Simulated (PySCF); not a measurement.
Harmonic spectrum computed at PBE0 in the def2-TZVP basis family (core potentials from Rb on, PySCF, no spin–orbit coupling):

```tsv
ω (cm⁻¹)	IR (km/mol)
481	80.9
1059	151
1556	283
```

Which molecule gave it? In each, all ligands are bound to the one heavy central atom.
A. HCN (singlet)
B. HZrN (singlet)
C. HMoN (triplet)
D. HWN (triplet)
E. HTiN (singlet)

B. It has Cs symmetry with Zr–H 1.897 Å, Zr–N 1.691 Å.
